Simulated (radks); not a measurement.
Spherical quantum dot in the effective-mass picture: electrons in a parabolic well V = omega^2 r^2 / 2 with omega = 0.118, with a point charge +1 (a donor) at the centre, all in effective atomic units (hartree* = m*/eps^2 hartree, bohr* = eps/m* bohr), one dielectric constant everywhere. Calculated with a radial shooting solver with Libxc functionals: non-relativistic Kohn-Sham, PBEsol, spin-polarised, spherical densities. Levels are named by radial order and angular momentum (1s, 1p, 1d, 2s, ...), and open shells are averaged over m.

N = 14, configuration 1s2 1p6 1d(up 4, down 0) 2s2. This is the lowest configuration that the search found. Occupied levels:

level,occupation,eigenvalue (hartree*),<r> (bohr*)
1s up,1,1.8224,3.979
1s down,1,1.8255,3.396
1p up,3,1.8758,7.448
2s up,1,1.8839,5.950
1p down,3,1.8917,7.285
2s down,1,1.8963,6.351
1d up,4,1.9169,8.052

Energy (hartree*): total 14.2206, kinetic 1.4174, external 2.0765, Hartree 12.800, exchange-correlation -2.0731.

Electron density:

r (bohr*),n(r) (e/bohr*^3)
1.03,0.05362
2.14,0.01027
3.25,0.003580
4.36,0.002965
5.47,0.003542
6.58,0.003879
7.69,0.003394
8.80,0.002236
9.91,0.001046
11.0,0.0003315
12.1,0.00007359
13.2,0.00001165
14.3,1.293e-06
